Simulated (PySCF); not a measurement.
ORD: SMILES O=CO[C@@H]1CC[Si@@H]1Br, C₄H₇BrO₂Si

Geometry:
| atom | x (Å) | y (Å) | z (Å) |
| --- | --- | --- | --- |
| O1 | 2.421 | 0.498 | 0.135 |
| C2 | 2.343 | -0.474 | -0.578 |
| O3 | 1.278 | -1.207 | -0.736 |
| C4 | 0.162 | -0.765 | 0.043 |
| C5 | -1.204 | -0.785 | -0.646 |
| C6 | -1.758 | 0.535 | -0.067 |
| Si7 | 0.027 | 1.127 | 0.355 |
| Br8 | 0.565 | 2.491 | -1.313 |
| H9 | 3.180 | -0.846 | -1.182 |
| H10 | 0.161 | -1.356 | 0.961 |
| H11 | -1.074 | -0.714 | -1.726 |
| H12 | -1.804 | -1.666 | -0.428 |
| H13 | -2.373 | 0.350 | 0.811 |
| H14 | -2.356 | 1.110 | -0.770 |
| H15 | 0.427 | 1.713 | 1.613 |

The calculation used TDDFT LC-wPBE/def2-SVPD circular dichroism and optical rotation, one conformer, gas phase in PySCF 2.14.0. Geometry: GFN2-xTB.

The molecule is flexible and this is one conformer; a measurement averages over conformers. The calculation is non-relativistic, which matters for the atoms heavier than Zn.

Stereocentres: C4 S, Si7 S.

**Question.** What is the specific rotation at 633, 589.3, 546, 436, 405, 365, 355 nm?

**Answer.** [α] in deg dm⁻¹ (g/mL)⁻¹:
```tsv
λ (nm)	origin-invariant length gauge	modified velocity gauge	length gauge (centre of mass)	isotropic polarisability (au)
633	+120.1	+110.7	+120.0	94.8
589.3	+140.5	+129.5	+140.4	95.1
546	+166.6	+153.5	+166.4	95.5
436	+281.5	+258.9	+281.0	97.2
405	+337.7	+310.3	+337.0	98.0
365	+441.9	+405.5	+441.0	99.3
355	+476.4	+436.9	+475.3	99.8
```

**Question.** And for the mirror image at 589.3 nm?

**Answer.** -140.5 deg dm⁻¹ (g/mL)⁻¹ (origin-invariant length gauge): the same size and the opposite sign.

**Question.** What is the molar rotation [Φ] = [α]·M/100 of the geometry above at 589.3 nm?

**Answer.** With M = 195.09 g/mol, +274.2 deg cm² dmol⁻¹ (origin-invariant length gauge).

The first excitation lies at 6.01 eV (206 nm) with R = +7.1 × 10⁻⁴⁰ esu² cm² (velocity form).
